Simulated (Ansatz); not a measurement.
Cu₂F₂⁻ (the lowest doublet isomer of a short search). The state is a doublet with charge -1. Geometry PBE0-D4/def2-SVPD, basis def2-TZVPD, Ansatz.

```
atom   x (Å)   y (Å)   z (Å)
 Cu1   0.418  -1.133   1.552
 Cu2  -0.084   0.373  -0.502
  F3  -1.234  -0.619   0.588
  F4   0.901   1.379  -1.638
```

```tsv
run	HOMO (eV)	LUMO (eV)
A	0.42	1.03
B	-0.36	2.13
C	-0.55	2.14
D	0.09	1.44
E	-2.09	3.99
F	-0.24	1.66
```

B3LYP takes the VWN-RPA correlation. The structure comes from a short search, and lower isomers may exist.

HOMO and LUMO are taken over both spins.

Question: The runs used B3LYP, B97M-V, PBE0, r2SCAN, r2SCAN0, ωB97X-V. Estimate which is which.

Answer: A B97M-V (0 % exact exchange); B PBE0 (25 % exact exchange); C r2SCAN0 (25 % exact exchange); D r2SCAN (0 % exact exchange); E ωB97X-V (range-separated); F B3LYP (20 % exact exchange). Exact exchange lowers occupied and raises empty levels; among semilocal functionals meta-GGAs tend to open the gap a little, and such runs are hard to tell apart. The gap grows from 0.60 eV (B97M-V) to 6.08 eV (ωB97X-V). At B97M-V/def2-TZVPD, r2SCAN-D4/def2-TZVPD the highest occupied level of the charge -1 doublet lies above zero (up to 0.42 eV). By energy differences its removal costs 2.22 eV (vertical, to the charge 0 singlet, at PBE0-D4/def2-TZVPD).
